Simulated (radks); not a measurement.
The numbers below are computed, except where a source is named.
Lu LI, configuration [Ar] 3d3 (the NIST ground configuration). Level of theory: Dirac Kohn-Sham, BLYP, spin-unpolarised, spherical densities, finite nucleus; open shells fill j = l - 1/2 first; Fermi nuclear charge, rms radius 5.37 fm (a radial shooting solver on a logarithmic mesh with Libxc functionals).

Normalised radial functions P(r) = r R(r) (large component), r in bohr:

r           2s1/2    3s1/2   3d3/2
0.001217   0.6926   0.3459  0.0001
0.001511   0.8140   0.4063  0.0002
0.001875   0.9510   0.4744  0.0003
0.002327   1.1028   0.5497  0.0006
0.002888   1.2667   0.6307  0.0009
0.003613   1.4440   0.7178  0.0016
0.004485   1.6125   0.7998  0.0027
0.005566   1.7641   0.8722  0.0047
0.006908   1.8780   0.9240  0.0081
0.008573   1.9260   0.9404  0.0139
0.01064    1.8724   0.9026  0.0239
0.01321    1.6766   0.7894  0.0410
0.01652    1.2808   0.5709  0.0710
0.0205     0.6846   0.2497  0.1193
0.02545   -0.1212  -0.1739  0.1972
0.03158   -1.0872  -0.6618  0.3188
0.0392    -2.1004  -1.1318  0.5012
0.04865   -2.9865  -1.4546  0.7607
0.06038   -3.5431  -1.4746  1.1047
0.07554   -3.6036  -1.0397  1.5353
0.09375   -3.1365  -0.1684  1.9692
0.1164    -2.3081   0.9657  2.3254
0.1444    -1.3992   1.9986  2.4828
0.1792    -0.6737   2.5293  2.3420
0.2224    -0.2456   2.3639  1.8970
0.2761    -0.0638   1.6746  1.2738
0.3454    -0.0101   0.8555  0.6593
0.4286    -0.0010   0.3156  0.2604
0.532     -0.0001   0.0776  0.0722
0.6603    0.0000   0.0118  0.0130

2s1/2: eigenvalue -13887.3 eV, 1 radial node at r = 0.0247 bohr, <r> = 0.0807 bohr, 90 % of the charge inside 0.126 bohr. 3s1/2: eigenvalue -5209.3 eV, 2 radial nodes at r = 0.0234, 0.0970 bohr, <r> = 0.201 bohr, 90 % of the charge inside 0.293 bohr. 3d3/2: eigenvalue -4471.6 eV, 0 radial nodes, <r> = 0.174 bohr, 90 % of the charge inside 0.267 bohr.
